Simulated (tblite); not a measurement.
Run record: tight-binding relaxation, `CC(C)/C=C/[SiH2][SiH3]`.

Computed with GFN2-xTB geometry optimisation, gas phase (tblite 0.8.0). Start geometry: from a force field or distance geometry. The input is one job of a driver script: a line of settings, then coordinates in Å.

Command:
```bash
OMP_NUM_THREADS=1 python probes_run.py task.json out
```

Input:
```
{"job": {"kind": "relax", "xc": "GFN2-xTB", "basis": "xTB"}, "charge": 0, "multiplicity": 1}
C     -1.845900     0.996900    -1.556600
C     -1.711100     0.478900    -0.138100
C     -2.923200    -0.347500     0.277800
C     -0.457000    -0.357900    -0.017900
C      0.563700    -0.067600     0.817500
Si     2.104700    -1.045300     1.005100
Si     3.929100     0.142200     0.206900
H     -1.942500     0.186300    -2.274600
H     -2.740300     1.627700    -1.643800
H     -0.991400     1.603500    -1.838600
H     -1.642700     1.336700     0.543400
H     -3.844400     0.262400     0.216800
H     -3.073700    -1.212800    -0.367600
H     -2.836700    -0.707000     1.301800
H     -0.418900    -1.249200    -0.633000
H      0.519900     0.819200     1.451200
H      1.975800    -2.332700     0.282700
H      2.293800    -1.357600     2.451000
H      5.184800    -0.632300     0.408100
H      4.071000     1.434400     0.941400
H      3.776200     0.438700    -1.237000
```

Output:
```
step      E/eV     max force
  0    -578.40283    1.675
  1    -578.45414    1.172
  2    -578.47485    0.301
  3    -578.48516    0.325
  4    -578.49285    0.184
  5    -578.49490    0.112
  6    -578.49792    0.167
  7    -578.50007    0.214
  8    -578.50261    0.161
  9    -578.50406    0.087
... (16 lines left out)
 26    -578.50724    0.019
 27    -578.50731    0.030
 28    -578.50738    0.028
 29    -578.50743    0.016
 30    -578.50747    0.015
 31    -578.50751    0.016
 32    -578.50755    0.023
 33    -578.50761    0.023
 34    -578.50765    0.012
 35    -578.50767    0.009
```

«max force» is the largest atomic force in eV/Å.

Q: From which step on does the largest force stay under 0.1 eV/Å, and how much energy is left to gain from there?

A: From step 9 (0.087 eV/Å), 3.6 meV above the end.

Summary of the converged run: energy lowered by 2.4 kcal/mol over 35 steps; largest atomic force 0.009 eV/Å at the end.

Q: Give the final coordinates.

A: 0.042 Å rms from the input after alignment:
```
atom  x, y, z in Å
C1    -1.8471    0.9914   -1.5566
C2    -1.7117    0.4919   -0.1162
C3    -2.9322   -0.3464    0.2716
C4    -0.4640   -0.3277    0.0254
C5     0.5451   -0.0561    0.8418
Si6    2.1214   -1.0669    0.9983
Si7    3.9308    0.1333    0.2053
H8    -1.9241    0.1497   -2.2420
H9    -2.7395    1.6046   -1.6628
H10   -0.9812    1.5877   -1.8373
H11   -1.6494    1.3570    0.5538
H12   -3.8399    0.2488    0.1965
H13   -3.0273   -1.2050   -0.3902
H14   -2.8366   -0.7082    1.2933
H15   -0.4232   -1.2061   -0.6070
H16    0.4682    0.8333    1.4592
H17    1.9156   -2.3385    0.2898
H18    2.2699   -1.4115    2.4222
H19    5.1981   -0.5841    0.3729
H20    4.0955    1.4146    0.8999
H21    3.8225    0.4551   -1.2214
```

On Arm Neoverse V1, one thread, on a shared host, this took 0.3 s wall.
Labels such as C1 count atoms from 1, the log's own numbers from 0.
